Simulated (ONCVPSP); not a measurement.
**Which change was made? (Ca, ONCV)**

```
Element                 : Ca
Generator               : ONCVPSP 4.0.1
Type                    : optimised norm-conserving Vanderbilt (ONCV)
Functional              : PBE
Relativity              : scalar-relativistic
Frozen core             : [Ne]
Valence charge          : 10
Reference configuration : 3s2 3p6 4s2
Partial waves           : 3s+4s: rc 2.05 bohr, ncon 3, nbas 7, qcut 6.4 1/bohr, 3 projectors, debl 0.9 Ha; 3p: rc 1.50 bohr, ncon 4, nbas 7, qcut 10.7 1/bohr, 2 projectors, debl 3.7 Ha; d scattering state at 0.13 Ha: rc 1.95 bohr, ncon 3, nbas 7, qcut 4.5 1/bohr, 2 projectors, debl 3.3 Ha; f scattering state at 0.18 Ha: rc 1.60 bohr, ncon 4, nbas 8, qcut 6.3 1/bohr, 2 projectors, debl 1.1 Ha
Local potential         : polynomial inside 1.50 bohr (lpopt 5, dvloc0 4 Ha)
Core correction         : Teter function, fcfact 2.25, rcfact 1.4
```

In the d channel the program set the typed energies aside and used -0.072, 3.228 Ha.

Cutoffs, loose and tight: the cutoffs (Ha) at which the residual kinetic energy of the hardest occupied pseudo-wave falls to 1 and 0.1 mHa per electron. They do not see the model core or the augmentation charge, which bear on the density cutoff. Test errors are all-electron minus pseudo excitation energies from the reference, over the configurations 3s2 3p6 4s1; 3s2 3p6 4s0; 3s2 3p6 4s1.5; 3s2 3p6 3d1 4s0; variants that change the core or the reference have their own tests.

The base gives: outcome: generated, projector energies reset by the program; cutoff, loose: 18 Ha; cutoff, tight: 32 Ha; bound ghosts: none; GHOST(+) flags above zero: none; largest test error (meV): +56.

(1) After one change the result is: outcome: generated, projector energies reset by the program; cutoff, loose: 14 Ha; cutoff, tight: 26 Ha; bound ghosts: none; GHOST(+) flags above zero: none; largest test error (meV): +116. Which change was it?
A. all radii but the core radius scaled by about 1.27 (s 2.60, p 1.90, d 2.48, f 2.04 bohr); local potential polynomial inside 1.90 bohr (lpopt 5, dvloc0 4 Ha)
B. functional PBEsol; d: rc 1.5, qcut 5.8
C. s: qcut 7.9; p: qcut 13.1; d: qcut 5.5; f: qcut 7.7

Answers

(1) A. The others give: s: qcut 7.9; p: qcut 13.1; d: qcut 5.5; f: qcut 7.7 → outcome: generated, projector energies reset by the program; cutoff, loose: 31 Ha; cutoff, tight: 42 Ha; bound ghosts: none; GHOST(+) flags above zero: none; largest test error (meV): +35 | functional PBEsol; d: rc 1.5, qcut 5.8 → outcome: generated, projector energies reset by the program; cutoff, loose: 16 Ha; cutoff, tight: 32 Ha; bound ghosts: none; GHOST(+) flags above zero: none; largest test error (meV): +10.
